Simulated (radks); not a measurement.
The copper anion Cu- inside a hard spherical wall (all orbitals vanish at R), configuration held at [Ar] 3d10 4s2 and not refilled when levels cross. Method: non-relativistic Kohn-Sham, LDA (Slater exchange, VWN5 correlation), spin-polarised, spherical densities, point nucleus; computed with a radial shooting solver on a logarithmic mesh with Libxc functionals. Eigenvalues in eV for spin up, with the zero of energy where the potential of the charges vanishes at infinity; a dash marks a level that is unbound or too diffuse for the functional's potential to be trusted. A positive occupied level is held by the wall or, in an anion where self-interaction has pushed it up, behind a barrier. The pressure on the wall is -dE/dV.

R (bohr) = 10: E (hartree) -1637.84320; kinetic (hartree) 1636.055; e(3s) -103.63; e(3p) -64.201; e(4s) 1.288; e(3d) 1.316; e(4p, empty) 4.133; e(5s, empty) 5.756; pressure (GPa) 0.0696
R (bohr) = 7: E (hartree) -1637.81286; kinetic (hartree) 1636.171; e(3s) -102.37; e(3p) -62.938; e(4s) 2.465; e(3d) 2.558; e(4p, empty) 6.353; e(5s, empty) 11.982; pressure (GPa) 1.23
R (bohr) = 6: E (hartree) -1637.77240; kinetic (hartree) 1636.313; e(3s) -101.28; e(3p) -61.850; e(4s) 3.560; e(3d) 3.612; e(4p, empty) 8.089; e(5s, empty) 17.142; pressure (GPa) 3.96
R (bohr) = 4: E (hartree) -1637.36738; kinetic (hartree) 1637.613; e(3s) -95.085; e(3p) -55.698; e(4s) 10.833; e(3d) 9.504; e(4p, empty) 18.085; e(5s, empty) 47.292; pressure (GPa) 76.3
R (bohr) = 3: E (hartree) -1636.22416; kinetic (hartree) 1641.080; e(3s) -85.032; e(3p) -45.804; e(4s) 25.856; e(3d) 19.204; e(4p, empty) 36.646; e(5s, empty) 100.88; pressure (GPa) 583
R (bohr) = 2.5: E (hartree) -1634.42172; kinetic (hartree) 1646.451; e(3s) -74.396; e(3p) -35.353; e(4s) 46.002; e(3d) 30.015; e(4p, empty) 60.059; e(5s, empty) 164.15; pressure (GPa) 2080
R (bohr) = 2: E (hartree) -1629.41033; kinetic (hartree) 1661.433; e(3s) -54.176; e(3p) -15.126; e(4s) 94.854; e(3d) 52.213; e(4p, empty) 113.60; e(5s, empty) 298.24; pressure (GPa) 9930
